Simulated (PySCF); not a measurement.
The third ionisation energy along the second row

All values are computed (PySCF 2.14, energy differences of UHF-based or UKS calculations, no spin-orbit coupling). Values in eV. The last column holds reference values (NIST; (s) semi-empirical, (t) theoretical, else measured). Unmarked ones compare directly (S terms, centres of terms, or small fine structure); those marked * lie between the lowest fine-structure levels and include a spin-orbit shift.

```csv
element,configurations,SCS-MP2 (valence and next inner shell),MP2 (valence),SCS-MP2 (valence),LDA,r2SCAN,wB97X-V,reference
"B (aug-cc-pCVTZ-DK with one added diffuse shell each of s, p, d, f type, spin-free X2C)",[He] 2s1 → 1s2,37.893,n/a,n/a,37.905,37.864,n/a,37.931
"C (aug-cc-pCVTZ-DK with one added diffuse shell each of s, p, d, f type, spin-free X2C)",[He] 2s2 → [He] 2s1,47.299,47.003,47.244,46.970,46.646,47.123,47.888
"N (aug-cc-pCVTZ-DK with one added diffuse shell each of s, p, d, f type, spin-free X2C)",[He] 2s2 2p1 → [He] 2s2,47.448,47.462,47.409,47.840,48.196,47.716,47.445 (s) *
"O (aug-cc-pCVTZ-DK with one added diffuse shell each of s, p, d, f type, spin-free X2C)",[He] 2s2 2p2 → [He] 2s2 2p1,54.862,54.974,54.823,55.391,55.580,54.979,54.936 (s) *
"F (aug-cc-pCVTZ-DK with one added diffuse shell each of s, p, d, f type, spin-free X2C)",[He] 2s2 2p3 → [He] 2s2 2p2,62.590,62.823,62.555,63.151,63.148,62.551,62.708 (s) *
"Ne (aug-cc-pCVTZ-DK with one added diffuse shell each of s, p, d, f type, spin-free X2C)",[He] 2s2 2p4 → [He] 2s2 2p3,63.161,63.029,63.142,63.605,63.604,63.583,63.423 *
```

"Valence" correlates the outer s and p shells and, in groups 3 to 12 and the f block, the outer d or f shell, open or full, or the next shell where the ion has no valence electron left; the wider scheme adds the next inner shell.
